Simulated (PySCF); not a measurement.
Compound: H9NOSi3.
Atom-mapped SMILES: `[OH:1][SiH2:2][N:3]([SiH3:4])[SiH3:5]` (hydrogens: H6 on O1; H7, H8 on Si2; H9, H10, H11 on Si4; H12, H13, H14 on Si5)

Geometry (PBE0-D3(BJ)/def2-SVP, Å), atoms numbered from 1 in this order:
```xyz
14
H9NOSi3 angstrom
O      1.9828   -0.7469   -1.2161
Si     0.8170   -1.4036   -0.2194
N     -0.3026   -0.1063    0.0720
Si     0.3364    1.5347    0.0027
Si    -2.0117   -0.3453    0.3765
H      2.9000   -0.8735   -0.9597
H      1.4920   -1.8923    1.0249
H      0.1001   -2.5364   -0.8682
H      1.6465    1.6206    0.7148
H      0.5023    2.0384   -1.3912
H     -0.6558    2.4069    0.7053
H     -2.3808    0.0191    1.7787
H     -2.3262   -1.7885    0.1551
H     -2.8358    0.4936   -0.5465
```

Level of theory: PBE0-D3(BJ)/def2-SVP geometry optimisation, gas phase (PySCF 2.14.0).

Take the most abundant isotopes and a rigid rotor. The values belong to one conformer with, in the numbering `[OH:1][SiH2:2][N:3]([SiH3:4])[SiH3:5]`, H–O1–Si2–N3 130°, O1–Si2–N3–Si4 -28°.

(1) What are A, B and C (MHz)?

(2) Classify the top.

(3) What does the inertial defect say?

(4) Give the other two planar moments, Paa and Pbb, and the rms extents of the mass along the axes.

(5) Where do the levels up to J = 3 lie, in K?

(6) Predict some low-J microwave lines.

(7) Estimate the classical rotational partition function at 100 K, 200 K and 298.15 K.

Answers

(1) Ia = 165.31, Ib = 275.34, Ic = 412.62 u·Å²; 505379 MHz·u·Å²/I gives A = 3057, B = 1835, C = 1225 MHz.

(2) An asymmetric top. Ray's parameter κ = (2B − A − C)/(A − C) = -0.333; −1 is the prolate and +1 the oblate limit.

(3) Not planar: Δ = Ic − Ia − Ib = -28.03 u·Å². For a rigid frame Δ = −2 Σ m c², so Σ m c² = 14.02 u·Å² lies off the ab plane: 9.00 from hydrogen and 5.02 from heavier atoms. The atom farthest from that plane is 1.64 Å away.

(4) Paa = Σ m a² = (Ib + Ic − Ia)/2 = 261.32 and Pbb = Σ m b² = (Ia + Ic − Ib)/2 = 151.29 u·Å². With the mass M = 123.00 u, the rms extents √(P/M) along a, b and c are 1.46, 1.11, 0.34 Å.

(5) Above 0(0,0), as E/k:
J = 1: 1(0,1) 0.147, 1(1,1) 0.206, 1(1,0) 0.235
J = 2: 2(0,2) 0.432, 2(1,2) 0.470, 2(1,1) 0.558, 2(2,1) 0.734, 2(2,0) 0.742
J = 3: 3(0,3) 0.842, 3(1,3) 0.862, 3(1,2) 1.036, 3(2,2) 1.174, 3(2,1) 1.213, 3(3,1) 1.546, 3(3,0) 1.547

(6) The dipole components are |μa| = 1.12 D, |μb| = 0.27 D, |μc| = 0.91 D. Intensities carry the squares of the components, which stand as 1.00 : 0.06 : 0.66 (a : b : c). Some lines, for components of 0.1 D or more:

| type | branch | J(Ka,Kc) | MHz | lower level (cm⁻¹) |
| --- | --- | --- | --- | --- |
| c | Q | 1(1,1) ← 1(0,1) | 1222 | 0.102 |
| b | Q | 1(1,0) ← 1(0,1) | 1832 | 0.102 |
| b | Q | 2(1,1) ← 2(0,2) | 2621 | 0.300 |
| a | R | 1(0,1) ← 0(0,0) | 3060 | 0.000 |
| c | Q | 2(2,1) ← 2(1,1) | 3665 | 0.388 |
| b | Q | 2(2,0) ← 2(1,1) | 3843 | 0.388 |
| b | R | 1(1,1) ← 0(0,0) | 4282 | 0.000 |
| b | R | 2(0,2) ← 1(1,1) | 4721 | 0.143 |
| c | R | 1(1,0) ← 0(0,0) | 4893 | 0.000 |
| a | R | 2(1,2) ← 1(1,1) | 5510 | 0.143 |
| a | R | 2(0,2) ← 1(0,1) | 5943 | 0.102 |
| a | R | 2(1,1) ← 1(1,0) | 6731 | 0.163 |
| b | R | 2(1,2) ← 1(0,1) | 6732 | 0.102 |
| c | R | 2(1,1) ← 1(0,1) | 8564 | 0.102 |
| b | R | 2(2,1) ← 1(1,0) | 10396 | 0.163 |
| c | R | 2(2,0) ← 1(1,0) | 10574 | 0.163 |
| c | R | 2(2,1) ← 1(1,1) | 11007 | 0.143 |
| b | R | 2(2,0) ← 1(1,1) | 11185 | 0.143 |

(7) Point group C1, symmetry number σ = 1; q = (√π/σ)·√((kT/h)³/(ABC)), k/h = 20836.6 MHz/K: 64300 at 100 K, 182000 at 200 K, 331000 at 298.15 K.

No frequency check. No vibrational averaging or centrifugal distortion is included, and the geometry carries the error of its method. A rigid rotor knows nothing of internal rotation, which can split or shift real lines. Quadrupole hyperfine structure (14N) is left out.
